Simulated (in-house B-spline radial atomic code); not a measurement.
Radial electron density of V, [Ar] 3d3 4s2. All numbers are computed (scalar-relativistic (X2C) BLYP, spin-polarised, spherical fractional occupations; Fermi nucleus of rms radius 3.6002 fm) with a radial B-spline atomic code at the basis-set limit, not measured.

Columns: r (bohr), 4πr²n(r) (electrons per bohr), bar.

```
  0.0024   0.6596 #
 0.00294   0.9463 #
  0.0036     1.35 ##
 0.00441    1.915 ###
  0.0054    2.695 ####
 0.00662    3.763 ######
 0.00811    5.188 ########
 0.00994    7.055 ##########
  0.0122    9.441 ##############
  0.0149    12.28 ##################
  0.0183    15.65 #######################
  0.0224    19.23 ############################
  0.0274     22.7 ##################################
  0.0336    25.59 ######################################
  0.0412    27.25 ########################################
  0.0504    27.25 ########################################
  0.0618    25.61 ######################################
  0.0757    23.06 ##################################
  0.0927    21.03 ###############################
   0.114    21.03 ###############################
   0.139    23.52 ###################################
    0.17    27.32 ########################################
   0.209    29.71 ############################################
   0.256    27.93 #########################################
   0.313    21.96 #################################
   0.384    14.54 ######################
    0.47    9.827 ###############
   0.576    9.348 ##############
   0.706     11.1 ################
   0.865    11.64 #################
    1.06    9.615 ##############
     1.3     6.27 #########
    1.59    3.496 #####
    1.95    1.933 ###
    2.39    1.277 ##
    2.92   0.9525 #
    3.58   0.6556 #
    4.39   0.3695 #
    5.37   0.1622 
    6.58  0.05174 
    8.07  0.01134 
    9.88  0.00165 
    12.1 0.000146
```

On this grid the curve has 3 maxima, near 0.0412, 0.209, 0.865 bohr.

The 4s up radial function P(r) = rR(r), positive near the nucleus:

```tsv
r (bohr)	P
0.00087	0.006731
0.00131	0.009813
0.00196	0.01416
0.00294	0.02034
0.00441	0.02891
0.00662	0.04043
0.00994	0.0551
0.0149	0.07192
0.0224	0.08771
0.0336	0.09452
0.0504	0.07927
0.0757	0.02686
0.114	-0.06417
0.17	-0.15
0.256	-0.1436
0.384	0.02147
0.576	0.2355
0.865	0.2269
1.3	-0.1078
1.95	-0.4912
2.92	-0.5981
4.39	-0.3995
6.58	-0.1462
9.88	-0.0245
```
